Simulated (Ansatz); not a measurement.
Cost and result for the atomization energy of C2H4INSi (`I[SiH]1C=CN1`) (9 atoms, 9 bonds).

Cartesian coordinates in Å:
```
I 2.2783 -0.6585 1.8790
Si 0.0584 -0.1120 1.0339
C -0.5476 -0.9999 -0.4464
C -0.3534 0.1673 -1.0986
N 0.0488 1.1645 -0.1826
H -0.7810 0.1387 2.2276
H -0.9711 -1.9174 -0.8161
H -0.5096 0.4089 -2.1489
H 0.7770 1.8084 -0.4478
```

Total charge 0; spin multiplicity 1. Correlated methods include outer-core shells of I, which these sets cover unevenly. I takes the def2 core potential. The structure was optimised at the PBE0-D4/def2-TZVP level. Program: Ansatz. All runs use 4 threads of an Arm Neoverse V1 on a shared host. Times are those of one run each, without the atoms' runs, and a repeat can differ threefold. Electronic energies, without spin–orbit coupling; frozen cores. CCSD(T)/CBS adds CCSD(T) − MP2 in def2-TZVPP to the MP2 limit, and its time is that of the two runs behind it. T1 = 0.011. With those shells the extrapolation isn't a true limit. B3LYP takes the VWN-RPA correlation (the form of Gaussian; ORCA's B3LYP/G).

CCSD(T)/CBS is a level of theory with its own doubt, some kJ/mol a heavy atom from the limit and from the frozen cores, so smaller differences don't rank the functionals.

```
                             level  functions  wall time  atomization (kcal/mol)  difference from CCSD(T)/CBS  per bond
   PBE-D4/def2-TZVPP (with forces)        241      2.8 s                   829.4                         24.1       2.7
                PBE0-D4/def2-TZVPP        241      3.7 s                   812.0                          6.7       0.7
r2SCAN-D4/def2-TZVPP (with forces)        241        6 s                   806.6                          1.3       0.1
 B3LYP-D4/def2-TZVPP (with forces)        241        6 s                   802.7                         -2.6      -0.3
                 B2PLYP/def2-TZVPP        241        7 s                   793.9                        -11.4      -1.3
                ωB97X-V/def2-TZVPP        241        9 s                   807.6                          2.3       0.3
  ωB97M-V/def2-TZVPP (with forces)        241       14 s                   806.3                          1.0       0.1
                    MP2/def2-QZVPP        443       21 s                   815.4                         10.1       1.1
                CCSD(T)/def2-TZVPP        241      4 min                   777.4                        -27.9      -3.1
                 CCSD(T)/CBS(def2)          –    4.3 min                   805.3                          0.0       0.0
```

In def2-TZVPP, CCSD(T) changes the Hartree–Fock value by +217.8 kcal/mol (the triples alone add +16.8 kcal/mol) and MP2 by +239.1 kcal/mol; breaking electron pairs costs correlation energy, which Hartree–Fock lacks. The D4 term adds +9.8 kcal/mol with B3LYP and +5.1 kcal/mol with PBE0; it sums over pairs of atoms, weighted by their polarisabilities, and B3LYP, whose exchange is more repulsive, gets the larger term. From PBE to PBE0 (25 % exact exchange), in def2-TZVPP and without D4, the atomization energy moves by −16.5 kcal/mol: exact exchange takes away binding that semilocal exchange gives to molecules.

Spin–orbit coupling would lower the free I atoms strongly, and the atomization energy with them, by more than many differences here.
